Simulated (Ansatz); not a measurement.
Program: Ansatz. Geometries: PBE0-D4/def2-TZVP. ΔE: electronic, gas phase. CBS: MP2 limit from def2 TZ/QZ plus the TZ coupled-cluster correction, frozen cores. DFT in def2-TZVPP. B3LYP here is the variant with VWN-RPA as its local correlation; programs differ in this. One conformer a species, not always the lowest.

Reaction (formal exchange of groups at a B–F bond): `FB1CO1` + `CC(C)N` → `NB1CO1` + `CC(C)F`

Is it downhill or uphill in electronic energy at CCSD(T)/CBS, and by how much? (An estimate is asked.)

The calculation gave: Uphill: ΔE = +0.17 eV.

What do these levels give: r2SCAN-D4, B97M-V, B3LYP-D4, BHLYP-D4, r2SCAN0, LC-ωPBE? (An estimate is asked.)

Computed: r2SCAN-D4 0.07, B97M-V 0.11, B3LYP-D4 0.07, BHLYP-D4 0.06, r2SCAN0 0.07, LC-ωPBE 0.03 eV.

Largest T1 diagnostic among the species: 0.014.

The D4 term adds +0.03 eV with B3LYP and +0.02 eV with PBE0; it sums over pairs of atoms, weighted by their polarisabilities, and B3LYP, whose exchange is more repulsive, gets the larger term. Leaving LDA and LC-ωPBE aside and taking each functional with its dispersion term where it has one, the values, not all of them listed here, spread over 0.09 eV, from CAM-B3LYP-D4 to PBE-QIDH.
